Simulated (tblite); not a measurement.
A structure optimised at GFN2-xTB (Å):
```
C 
C   1  1.3240
P   2  1.8194  1  121.14
C   3  1.8741  2   98.85  1  -132.54
C   4  1.5090  3  107.31  2    78.77
F   5  1.3391  4  112.85  3   166.73
F   5  1.3412  4  111.76  3    46.38
F   5  1.3412  4  112.26  3   -72.99
C   3  1.8984  2   95.48  1   133.67
F   9  1.3354  3  110.92  2   -73.41
F   9  1.3401  3  110.86  2   167.18
F   9  1.3446  3  113.94  2    47.23
H   1  1.0777  2  121.62  3    -0.13
H   1  1.0776  2  121.80  3   179.56
H   2  1.0855  1  121.73  3  -179.47
H   4  1.0939  3  109.31  2  -164.08
H   4  1.0940  3  112.84  2   -41.55
```
Z-matrix in Å and degrees, rows numbered from 1.

Neutral, closed shell.

Q: Which heavy atoms are bonded, and with what formal order?

A: C1–C2 (double); C2–P3 (single); P3–C4 (single); C4–C5 (single); C5–F6 (single); C5–F7 (single); C5–F8 (single); P3–C9 (single); C9–F10 (single); C9–F11 (single); C9–F12 (single). Hydrogens: H13, H14 on C1; H15 on C2; H16, H17 on C4.

Q: Write the SMILES.

A: `C=CP(CC(F)(F)F)C(F)(F)F`, C5H5F6P. Among its features: C=C double bond, CF3 group, C–F bond and phosphine.

Q: Name the point group.

A: C1 (no symmetry element, even within 0.4 Å).

Q: Classify the heavy atoms.

A: C1: terminal =CH2 carbon; C2: alkene CH carbon; P3: phosphine phosphorus; C4: sp3 carbon bound to phosphorus; C5: CF3 carbon; F6/F7/F8: fluorine of a CF3 group; C9: CF3 carbon; F10/F11/F12: fluorine of a CF3 group.

Q: What is the arrangement about C5?

A: It has 4 neighbours (C4, F6, F7, F8) and is tetrahedral (angles from 106.3° to 112.8°).

Q: What is the arrangement about C2?

A: It has 3 neighbours (C1, P3, H15) and is planar (angles 121.7°, 121.1° and 117.1°, sum 360.0°, 0.00 Å off the plane of its three neighbours).

All values are computed, not measured.
